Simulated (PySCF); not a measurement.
Compound: C7H4FNO.
Cartesian coordinates in Å at the PBE0-D3(BJ)/def2-TZVP level; atoms count from 1:
```
atom  x, y, z in Å
O1     4.164    0.105   -0.544
C2     3.065    0.408   -0.316
N3     1.982    0.864   -0.052
C4     0.678    0.413    0.012
C5    -0.346    1.281    0.374
C6    -1.655    0.833    0.439
C7    -1.959   -0.487    0.144
C8    -0.949   -1.368   -0.219
C9     0.347   -0.908   -0.280
F10    1.334   -1.741   -0.628
H11   -0.092    2.308    0.601
H12   -2.442    1.522    0.722
H13   -2.981   -0.839    0.195
H14   -1.151   -2.405   -0.456
```

Level of theory: PBE0-D3(BJ)/def2-TZVP geometry optimisation, gas phase in PySCF.

Take the most abundant isotopes and a rigid rotor. The values belong to one conformer with, in the numbering `[O:1]=[C:2]=[N:3][c:4]1[cH:5][cH:6][cH:7][cH:8][c:9]1[F:10]`, C2–N3–C4–C5 180°.

(1) Give the principal moments of inertia and the rotational constants in cm⁻¹.

(2) Classify the top.

(3) What does the inertial defect say?

(4) Predict some low-J microwave lines.

(5) Estimate the classical rotational partition function at 50 K, 100 K and 200 K.

Answers

(1) Ia = 156.41, Ib = 524.79, Ic = 681.20 u·Å²; 505379 MHz·u·Å²/I gives 3231, 963.0 and 741.9 MHz, that is A = 0.10778, B = 0.03212, C = 0.02475 cm⁻¹.

(2) An asymmetric top: κ = (2 × 963.0 − 3231 − 741.9)/(3231 − 741.9) = -0.82.

(3) Planar: Δ = Ic − Ia − Ib = 0.00 u·Å². For a rigid frame Δ = −2 Σ m c², so it vanishes when all atoms lie in the ab plane; here none is more than 0.01 Å from it.

(4) The dipole components are |μa| = 3.05 D, |μb| = 0.51 D, |μc| = 0.00 D; the mirror of this Cs structure is the ab plane, so μc vanishes by symmetry and there are no c-type lines. The squared components, which scale the intensities, stand as 1.00 : 0.03 (a : b). Some lines, for components of 0.1 D or more:

```json
{"type": "a", "branch": "Q", "J(Ka,Kc)": "2(1,1) ← 2(1,2)", "MHz": "663", "lower level (cm⁻¹)": "0.239"}
{"type": "b", "branch": "R", "J(Ka,Kc)": "4(1,3) ← 3(2,2)", "MHz": "746", "lower level (cm⁻¹)": "0.659"}
{"type": "a", "branch": "Q", "J(Ka,Kc)": "4(1,3) ← 4(1,4)", "MHz": "2206", "lower level (cm⁻¹)": "0.610"}
{"type": "b", "branch": "R", "J(Ka,Kc)": "5(1,4) ← 4(2,3)", "MHz": "2941", "lower level (cm⁻¹)": "0.886"}
{"type": "a", "branch": "Q", "J(Ka,Kc)": "5(1,4) ← 5(1,5)", "MHz": "3298", "lower level (cm⁻¹)": "0.874"}
{"type": "b", "branch": "Q", "J(Ka,Kc)": "5(1,4) ← 5(0,5)", "MHz": "4433", "lower level (cm⁻¹)": "0.836"}
{"type": "a", "branch": "R", "J(Ka,Kc)": "3(2,2) ← 2(2,1)", "MHz": "5115", "lower level (cm⁻¹)": "0.488"}
{"type": "b", "branch": "R", "J(Ka,Kc)": "5(0,5) ← 4(1,4)", "MHz": "6776", "lower level (cm⁻¹)": "0.610"}
{"type": "b", "branch": "R", "J(Ka,Kc)": "3(1,3) ← 2(0,2)", "MHz": "6836", "lower level (cm⁻¹)": "0.170"}
{"type": "a", "branch": "R", "J(Ka,Kc)": "4(2,2) ← 3(2,1)", "MHz": "6957", "lower level (cm⁻¹)": "0.661"}
{"type": "b", "branch": "Q", "J(Ka,Kc)": "3(2,2) ← 3(1,3)", "MHz": "7809", "lower level (cm⁻¹)": "0.398"}
{"type": "a", "branch": "R", "J(Ka,Kc)": "5(4,1) ← 4(4,0)", "MHz": "8559", "lower level (cm⁻¹)": "1.839"}
{"type": "a", "branch": "R", "J(Ka,Kc)": "5(3,2) ← 4(3,1)", "MHz": "8585", "lower level (cm⁻¹)": "1.284"}
{"type": "a", "branch": "R", "J(Ka,Kc)": "5(1,4) ← 4(1,3)", "MHz": "9003", "lower level (cm⁻¹)": "0.683"}
{"type": "b", "branch": "Q", "J(Ka,Kc)": "4(3,1) ← 4(2,2)", "MHz": "11722", "lower level (cm⁻¹)": "0.893"}
{"type": "b", "branch": "Q", "J(Ka,Kc)": "3(3,0) ← 3(2,1)", "MHz": "11827", "lower level (cm⁻¹)": "0.661"}
{"type": "b", "branch": "R", "J(Ka,Kc)": "3(2,2) ← 2(1,1)", "MHz": "11919", "lower level (cm⁻¹)": "0.261"}
{"type": "b", "branch": "Q", "J(Ka,Kc)": "5(4,2) ← 5(3,3)", "MHz": "16612", "lower level (cm⁻¹)": "1.570"}
{"type": "b", "branch": "Q", "J(Ka,Kc)": "4(4,1) ← 4(3,2)", "MHz": "16624", "lower level (cm⁻¹)": "1.284"}
{"type": "b", "branch": "R", "J(Ka,Kc)": "5(2,3) ← 4(1,4)", "MHz": "17271", "lower level (cm⁻¹)": "0.610"}
{"type": "b", "branch": "R", "J(Ka,Kc)": "5(3,3) ← 4(2,2)", "MHz": "20288", "lower level (cm⁻¹)": "0.893"}
{"type": "b", "branch": "R", "J(Ka,Kc)": "5(3,2) ← 4(2,3)", "MHz": "20533", "lower level (cm⁻¹)": "0.886"}
{"type": "b", "branch": "R", "J(Ka,Kc)": "5(4,2) ← 4(3,1)", "MHz": "25178", "lower level (cm⁻¹)": "1.284"}
```

(5) Point group Cs, symmetry number σ = 1; q = (√π/σ)·√((kT/h)³/(ABC)), k/h = 20836.6 MHz/K: 39200 at 50 K, 111000 at 100 K, 314000 at 200 K.

Stationary, but not proved a minimum. Zero-point vibration and centrifugal distortion are left out. Quadrupole hyperfine structure (14N) is left out.
